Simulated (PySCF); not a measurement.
# Predicted spectroscopic data

[PySCF: PBE0/pcSseg-1 with gauge-including orbitals; geometry from GFN2-xTB; a single conformation; non-relativistic; fast rotation and ring inversion assumed for equivalent nuclei; gas phase]

Scale: TMS for 1H (σ = 31.72 ppm), 13C (σ = 186.93 ppm) (reference shieldings calculated alike). Splittings of carbon signals by F and P are missing where no couplings were computed. Where no couplings were computed, multiplicities follow the n + 1 count of equivalent neighbours, and m marks all less simple cases (inequivalent or close neighbours, rings, F or P nearby). Shifts are as computed. Against solution values, carbons near 30 ppm lie about +3 ppm off and those near 130 ppm about +5 ppm. Of 1211 compounds with measured shifts, 218 miss one by over three times the rms of a fit or turn the order of signals round; such compounds aren't used in these exercises.

Compound 1 (CH₉OPSi₂). 1H NMR (400 MHz, computed): δ 5.94 (m, 1H), 5.11 (s, 3H), 1.05 (m, 2H), 0.37 (m, 3H). 13C{1H} NMR (computed): δ 3.6. Structure: SMILES C[Si@H](P)O[SiH3].

Compound 2 (C₆H₆F₃O₂P). 1H NMR (400 MHz, computed): δ 4.11 (s, 3H), 2.61 (s, 3H). 13C{1H} NMR (computed): δ 179.9, 176.1, 153.9, 129.8, 63.2, 13.7. Structure: `COc1pc(C(F)(F)F)oc1C`.
